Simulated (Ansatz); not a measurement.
**Two structures, one formula**

The two ends of one reaction step of SnN$_{2}$H$_{6}$, singlet (PBE0-D4/def2-TZVP).

A:

Sn1  (-0.936, 0.419, 0.485)
N2  (1.259, -0.462, 0.008)
N3  (-1.732, -0.113, -1.176)
H4  (1.015, -0.897, -0.879)
H5  (-0.356, 1.942, 1.053)
H6  (-1.095, -0.641, 1.822)
H7  (1.988, 0.223, -0.157)
H8  (1.617, -1.172, 0.637)
H9  (-1.761, 0.702, -1.793)
(Å)

B:

```xyz
9
angstrom
Sn -0.3845 0.1818 0.5625
N 1.5189 -0.4975 0.3461
N -1.3386 0.0234 -1.2136
H -1.0627 -0.7963 -1.7394
H -0.4989 1.8343 0.9985
H -1.1089 -0.8799 1.6817
H 2.1718 0.1827 -0.0204
H 1.9153 -0.8780 1.1959
H -1.2126 0.8296 -1.8113
```

Program: Ansatz 0.2.0. Basis: def2-TZVPP. Cores are frozen in the correlated methods. Filled d shells of the heavier atoms are correlated. Core potentials replace the inner electrons of the atoms past krypton. The def2 sets are not built for correlating such inner shells, so the correlated values are less sure here. B3LYP uses VWN-RPA correlation.

**Question.** Which structure is lower at CCSD(T), and by how much? (Judge from chemistry; the value comes from the calculation.)

**Answer.** Computed: B, by 38.56 kcal/mol (electronic energy, against the other). By their contacts, A is SnN₂H₆ ([NH][SnH2][NH3]) and B is SnN₂H₆ ([NH2][SnH2][NH2]).

All methods give the same order:

```tsv
method	E(B) − E(A) (kcal/mol)
SPW92	-34.88
PBE-D4	-32.99
BLYP-D4	-31.86
r2SCAN-D4	-36.52
B97M-V	-36.53
PBE0-D4	-38.56
B3LYP-D4	-36.72
r2SCAN0-D4	-40.36
BHLYP-D4	-42.57
CAM-B3LYP-D4	-40.72
wB97X-V	-41.89
wB97M-V	-40.39
B2PLYP	-36.80
PBE-QIDH	-40.62
RPA on PBE	-36.96
HF	-48.15
MP2	-37.87
CCSD	-41.10
CCSD(T)	-38.56
```

No T1 diagnostic of these runs exceeds 0.020.

Labels in which every atom is bracketed show which atoms are joined, not bond orders.

For scale, one of the runs: CCSD(T)/def2-TZVPP, 196 basis functions, launched by `ansatz run in.yaml --threads 4 --pin off --events-out ev --progress --plain --max-ram 9574MiB`. Hardware: 4 CPU threads of an Intel Xeon, shared host. Wall time 78 s; peak host memory 2.6 GiB.
